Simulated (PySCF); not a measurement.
Isomers of C8H8. Computed with PySCF, TDDFT CAM-B3LYP/def2-SVPD, vertical, gas phase, core orbitals frozen in the response. Geometries: PBE0-D3(BJ)/def2-SVP; one conformer of each isolated species. Triplets are in the Tamm–Dancoff approximation.

Problem. Rank by computed LUMO energy, highest first.
A. `C1=C\C=C/C=C\C=C/1`
B. `C#CC=C=CCC=C`
C. `C#CC1(C#C)CCC1`
D. `CC#CC#CC1CC1`
E. `C12C3C4C1C1C2C3C41`
F. `C1=CC2C=CC1C=C2`

Solution. E (1.55 eV), C (1.30 eV), F (0.91 eV), D (0.77 eV), B (0.26 eV), A (-0.33 eV).

| SMILES | LUMO (eV) | f (S1) | gap (eV) | HOMO (eV) | first f ≥ 0.01 (nm) | S1 mainly |
| --- | --- | --- | --- | --- | --- | --- |
| C12C3C4C1C1C2C3C41 | 1.55 | 0.000 | 10.33 | -8.78 | – | H-2/H-1/H→L+1/L+2 (≥84%) |
| C#CC1(C#C)CCC1 | 1.30 | 0.001 | 10.17 | -8.86 | 186 | H→L+2 (49%) |
| C1=CC2C=CC1C=C2 | 0.91 | 0.000 | 8.31 | -7.40 | 179 | H→L/L+1 (98%) |
| CC#CC#CC1CC1 | 0.77 | 0.000 | 8.43 | -7.66 | 174 | H→L (86%) |
| C#CC=C=CCC=C | 0.26 | 0.005 | 8.47 | -8.21 | 219 | H-1→L (44%) |
| C1=C\C=C/C=C\C=C/1 | -0.33 | 0.000 | 7.06 | -7.39 | 197 | H→L (100%) |

H and L stand for HOMO and LUMO; a dash means that no computed state gives the value. A slash joins orbitals within 0.01 eV of each other, whose weights are summed (≥ marks a lower bound).
